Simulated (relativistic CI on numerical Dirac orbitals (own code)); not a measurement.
Au30+: computed level list

These numbers are calculated, not measured: Dirac-Coulomb-Breit CI, orbitals from a KLI potential per configuration, model QED (radiative potential, 1s self-energy scaled to tabulated hydrogen-like ionisation energies), unscaled Slater integrals (own radial code, finite nucleus).

CI space (outside the closed core [Ar] 3d10): 4s²4p⁶4d¹⁰4f³, 4s²4p⁶4d⁹4f⁴, 4s²4p⁶4d¹⁰4f²5s, 4s²4p⁶4d¹⁰4f²5p, 4s²4p⁶4d¹⁰4f5s², 4s²4p⁵4d¹⁰4f⁴, 4s²4p⁶4d¹⁰4f5s5p, 4s²4p⁶4d¹⁰4f²5d, 4s²4p⁶4d¹⁰4f5p², 4s²4p⁶4d¹⁰4f5s5d, 4s4p⁶4d¹⁰4f⁴, 4s²4p⁶4d⁹4f³5s, 4s²4p⁴4d¹⁰4f⁵, 4s²4p⁶4d⁹4f²5s², 4s²4p⁶4d¹⁰4f5p5d, 4s²4p⁶4d¹⁰4f²5f, 4s²4p⁶4d⁹4f³5p, 4s²4p⁶4d¹⁰4f²6s, 4s²4p⁶4d¹⁰4f5d², 4s²4p⁶4d¹⁰4f²5g, 4s²4p⁶4d¹⁰4f²6p, 4p⁶4d¹⁰4f⁵, 4s²4p⁶4d¹⁰4f²6d, 4s²4p⁵4d¹⁰4f²5s², 4s²4p⁵4d¹⁰4f³5s, 4s²4p⁶4d¹⁰4f²7s, 4s²4p⁶4d¹⁰4f²6g, 4s4p⁶4d¹⁰4f²5s², 4p⁶4d¹⁰4f⁴5s. Levels of other configurations are missing.

The lowest level is 4s²4p⁶4d¹⁰4f³ ⁴I°9/2, with 77 % of that term; Hund's rules for 4s²4p⁶4d¹⁰4f³ give ⁴I° with J = 9/2, in agreement.

| No. | Configuration | Term | J | E (cm⁻¹) | % | Landé g | jj configuration (%) |
| --- | --- | --- | --- | --- | --- | --- | --- |
| 1 | 4s²4p⁶4d¹⁰4f³ | ⁴I° | 9/2 | 0 | 77 | 0.770 | 4f5/2^3 (88) |
| 2 | 4s²4p⁶4d¹⁰4f³ | ⁴I° | 11/2 | 33825 | 93 | 0.970 | 4f5/2^2 4f7/2 (95) |
| 3 | 4s²4p⁶4d¹⁰4f³ | ⁴F° | 3/2 | 44015 | 55 | 0.671 | 4f5/2^3 (85) |
| 4 | 4s²4p⁶4d¹⁰4f³ | ⁴I° | 13/2 | 59589 | 84 | 1.079 | 4f5/2^2 4f7/2 (50) |
| 5 | 4s²4p⁶4d¹⁰4f³ | ²G° | 9/2 | 61670 | 34 | 1.007 | 4f5/2^2 4f7/2 (85) |
| 6 | 4s²4p⁶4d¹⁰4f³ | ⁴F° | 5/2 | 65058 | 45 | 0.873 | 4f5/2^3 (60) |
| 7 | 4s²4p⁶4d¹⁰4f³ | ⁴S° | 3/2 | 76196 | 54 | 1.503 | 4f5/2^2 4f7/2 (91) |
| 8 | 4s²4p⁶4d¹⁰4f³ | ⁴G° | 5/2 | 76207 | 49 | 0.805 | 4f5/2^2 4f7/2 (78) |
| 9 | 4s²4p⁶4d¹⁰4f³ | ²G° | 7/2 | 76643 | 48 | 1.040 | 4f5/2^2 4f7/2 (94) |
| 10 | 4s²4p⁶4d¹⁰4f³ | ⁴I° | 15/2 | 79956 | 65 | 1.142 | 4f5/2^2 4f7/2 (44) |
| 11 | 4s²4p⁶4d¹⁰4f³ | ⁴G° | 7/2 | 91809 | 68 | 1.051 | 4f5/2^2 4f7/2 (85) |
| 12 | 4s²4p⁶4d¹⁰4f³ | ²K° | 13/2 | 101103 | 79 | 0.964 | 4f5/2 4f7/2^2 (55) |
| 13 | 4s²4p⁶4d¹⁰4f³ | ⁴F° | 9/2 | 102760 | 57 | 1.171 | 4f5/2 4f7/2^2 (77) |
| 14 | 4s²4p⁶4d¹⁰4f³ | ²H° | 11/2 | 103432 | 58 | 1.108 | 4f5/2 4f7/2^2 (54) |
| 15 | 4s²4p⁶4d¹⁰4f³ | ²D° | 3/2 | 110051 | 29 | 1.140 | 4f5/2^2 4f7/2 (53) |
| 16 | 4s²4p⁶4d¹⁰4f³ | ²P° | 1/2 | 111103 | 55 | 0.363 | 4f5/2^2 4f7/2 (93) |
| 17 | 4s²4p⁶4d¹⁰4f³ | ²D° | 5/2 | 116632 | 41 | 1.182 | 4f5/2^2 4f7/2 (82) |
| 18 | 4s²4p⁶4d¹⁰4f³ | ²G° | 7/2 | 116775 | 48 | 1.020 | 4f5/2 4f7/2^2 (92) |
| 19 | 4s²4p⁶4d¹⁰4f³ | ⁴G° | 9/2 | 117762 | 76 | 1.108 | 4f5/2 4f7/2^2 (73) |
| 20 | 4s²4p⁶4d¹⁰4f³ | ²L° | 15/2 | 118995 | 51 | 1.037 | 4f5/2^2 4f7/2 (52) |
| 21 | 4s²4p⁶4d¹⁰4f³ | ²H° | 11/2 | 127091 | 67 | 1.045 | 4f5/2^2 4f7/2 (55) |
| 22 | 4s²4p⁶4d¹⁰4f³ | ²D° | 3/2 | 131002 | 39 | 1.132 | 4f5/2 4f7/2^2 (60) |
| 23 | 4s²4p⁶4d¹⁰4f³ | ²D° | 5/2 | 137689 | 74 | 1.194 | 4f5/2 4f7/2^2 (89) |
| 24 | 4s²4p⁶4d¹⁰4f³ | ⁴G° | 11/2 | 144611 | 55 | 1.124 | 4f5/2 4f7/2^2 (82) |
| 25 | 4s²4p⁶4d¹⁰4f³ | ²H° | 9/2 | 146613 | 50 | 1.055 | 4f5/2 4f7/2^2 (48) |
| 26 | 4s²4p⁶4d¹⁰4f³ | ⁴D° | 1/2 | 150858 | 55 | 0.293 | 4f5/2 4f7/2^2 (93) |
| 27 | 4s²4p⁶4d¹⁰4f³ | ²I° | 13/2 | 156734 | 93 | 1.064 | 4f5/2 4f7/2^2 (95) |
| 28 | 4s²4p⁶4d¹⁰4f³ | ⁴D° | 7/2 | 157522 | 89 | 1.389 | 4f5/2 4f7/2^2 (67) |
| 29 | 4s²4p⁶4d¹⁰4f³ | ²D° | 3/2 | 159989 | 47 | 1.032 | 4f5/2 4f7/2^2 (78) |
| 30 | 4s²4p⁶4d¹⁰4f³ | ²L° | 17/2 | 161396 | 100 | 1.055 | 4f5/2 4f7/2^2 (100) |
| 31 | 4s²4p⁶4d¹⁰4f³ | ²K° | 15/2 | 162293 | 49 | 1.019 | 4f7/2^3 (58) |
| 32 | 4s²4p⁶4d¹⁰4f³ | ²H° | 9/2 | 165617 | 42 | 1.047 | 4f7/2^3 (64) |
| 33 | 4s²4p⁶4d¹⁰4f³ | ²F° | 5/2 | 173759 | 52 | 1.029 | 4f5/2 4f7/2^2 (92) |
| 34 | 4s²4p⁶4d¹⁰4f³ | ²D° | 3/2 | 188035 | 53 | 1.034 | 4f7/2^3 (81) |
| 35 | 4s²4p⁶4d¹⁰4f³ | ²H° | 11/2 | 191678 | 62 | 1.078 | 4f7/2^3 (75) |
| 36 | 4s²4p⁶4d¹⁰4f³ | ²F° | 7/2 | 203706 | 82 | 1.137 | 4f5/2 4f7/2^2 (58) |
| 37 | 4s²4p⁶4d¹⁰4f³ | ²D° | 5/2 | 211437 | 60 | 1.118 | 4f7/2^3 (77) |
| 38 | 4s²4p⁶4d¹⁰4f³ | ²G° | 9/2 | 213363 | 89 | 1.089 | 4f5/2 4f7/2^2 (78) |
| 39 | 4s²4p⁶4d¹⁰4f³ | ²G° | 7/2 | 216094 | 81 | 0.934 | 4f5/2^2 4f7/2 (47) |
| 40 | 4s²4p⁶4d¹⁰4f³ | ²F° | 7/2 | 290443 | 85 | 1.119 | 4f7/2^3 (54) |
| 41 | 4s²4p⁶4d¹⁰4f³ | ²F° | 5/2 | 297377 | 98 | 0.858 | 4f5/2 4f7/2^2 (82) |
| 42 | 4s²4p⁶4d¹⁰4f²5s | ⁴H | 7/2 | 1459398 | 87 | 0.692 | 4f5/2^2 5s (97) |
| 43 | 4s²4p⁶4d¹⁰4f²5s | ⁴H | 9/2 | 1465962 | 49 | 0.970 | 4f5/2^2 5s (95) |
| 44 | 4s²4p⁶4d¹⁰4f²5s | ⁴F | 3/2 | 1483261 | 84 | 0.462 | 4f5/2^2 5s (88) |
| 45 | 4s²4p⁶4d¹⁰4f²5s | ⁴F | 5/2 | 1488746 | 55 | 1.013 | 4f5/2^2 5s (87) |
| 46 | 4s²4p⁶4d¹⁰4f²5s | ⁴H | 11/2 | 1502882 | 85 | 1.123 | 4f5/2 4f7/2 5s (98) |
| 47 | 4s²4p⁶4d¹⁰4f²5s | ⁴H | 9/2 | 1506376 | 49 | 0.956 | 4f5/2 4f7/2 5s (96) |
| 48 | 4s²4p⁶4d¹⁰4f²5s | ⁴F | 7/2 | 1515812 | 82 | 1.168 | 4f5/2 4f7/2 5s (98) |
| 49 | 4s²4p⁶4d¹⁰4f²5s | ⁴F | 9/2 | 1518430 | 45 | 1.168 | 4f5/2 4f7/2 5s (98) |
| 50 | 4s²4p⁶4d¹⁰4f²5s | ²F | 5/2 | 1523114 | 57 | 0.932 | 4f5/2 4f7/2 5s (95) |
| 51 | 4s²4p⁶4d¹⁰4f²5s | ²F | 7/2 | 1524126 | 44 | 1.007 | 4f5/2 4f7/2 5s (96) |
| 52 | 4s²4p⁶4d¹⁰4f²5s | ⁴H | 13/2 | 1532271 | 89 | 1.211 | 4f7/2^2 5s (56) |
| 53 | 4s²4p⁶4d¹⁰4f²5s | ²H | 11/2 | 1542838 | 71 | 1.064 | 4f5/2 4f7/2 5s (54) |
| 54 | 4s²4p⁶4d¹⁰4f²5s | ⁴P | 1/2 | 1553391 | 77 | 2.358 | 4f5/2^2 5s (81) |
| 55 | 4s²4p⁶4d¹⁰4f²5s | ⁴P | 5/2 | 1557216 | 43 | 1.321 | 4f5/2 4f7/2 5s (88) |
| 56 | 4s²4p⁶4d¹⁰4f²5s | ²D | 3/2 | 1559697 | 50 | 1.016 | 4f5/2 4f7/2 5s (80) |
| 57 | 4s²4p⁶4d¹⁰4f²5s | ⁴F | 9/2 | 1563725 | 51 | 1.215 | 4f7/2^2 5s (99) |
| 58 | 4s²4p⁶4d¹⁰4f²5s | ²F | 7/2 | 1570512 | 55 | 1.055 | 4f7/2^2 5s (98) |
| 59 | 4s²4p⁶4d¹⁰4f²5s | ⁴P | 3/2 | 1574463 | 76 | 1.603 | 4f5/2 4f7/2 5s (96) |
| 60 | 4s²4p⁶4d¹⁰4f²5s | ²I | 13/2 | 1582972 | 88 | 1.090 | 4f5/2 4f7/2 5s (56) |
| 61 | 4s²4p⁶4d¹⁰4f²5s | ²P | 1/2 | 1583059 | 83 | 0.984 | 4f5/2 4f7/2 5s (94) |
| 62 | 4s²4p⁶4d¹⁰4f²5s | ²I | 11/2 | 1584518 | 82 | 0.949 | 4f7/2^2 5s (52) |
| 63 | 4s²4p⁶4d¹⁰4f²5s | ⁴P | 5/2 | 1607088 | 55 | 1.406 | 4f7/2^2 5s (95) |
| 64 | 4s²4p⁶4d¹⁰4f²5s | ²P | 3/2 | 1614778 | 62 | 1.171 | 4f7/2^2 5s (87) |
| 65 | 4s²4p⁶4d¹⁰4f²5s | ²S | 1/2 | 1697030 | 88 | 1.987 | 4f7/2^2 5s (86) |
| 66 | 4s²4p⁶4d⁹4f⁴ | ⁶I | 9/2 | 1803978 | 30 | 0.934 | 4d5/2^5 4f5/2^4 (65) |
| 67 | 4s²4p⁶4d⁹4f⁴ | ⁶H | 7/2 | 1807999 | 36 | 0.755 | 4d5/2^5 4f5/2^4 (62) |
| 68 | 4s²4p⁶4d⁹4f⁴ | ⁶I | 11/2 | 1817465 | 40 | 1.048 | 4d5/2^5 4f5/2^3 4f7/2 (68) |
| 69 | 4s²4p⁶4d⁹4f⁴ | ⁶H | 5/2 | 1820848 | 51 | 0.538 | 4d5/2^5 4f5/2^4 (51) |
| 70 | 4s²4p⁶4d⁹4f⁴ | ⁶G | 3/2 | 1830468 | 79 | 0.122 | 4d5/2^5 4f5/2^4 (55) |

Energies count from the lowest computed level; ° marks odd parity. Filled j subshells are mostly left out of the jj labels.

The mean weight of the leading LS term, summed over parents, in these 70 levels is 63 %, and that of the leading jj configuration (from the same eigenvectors) 77 %, so jj coupling describes them better and the LS labels are nominal.

At this charge energies of transitions that change n are usually good to better than 1 %, and those within a shell (Δn = 0) to a few per cent. Terms inside the open d or f shell come out 10 to 20 % too wide with unscaled integrals.

LS names give the leading component of a level, which can be under half, so a name can repeat, a term be missing and a line seem to break the LS rules.
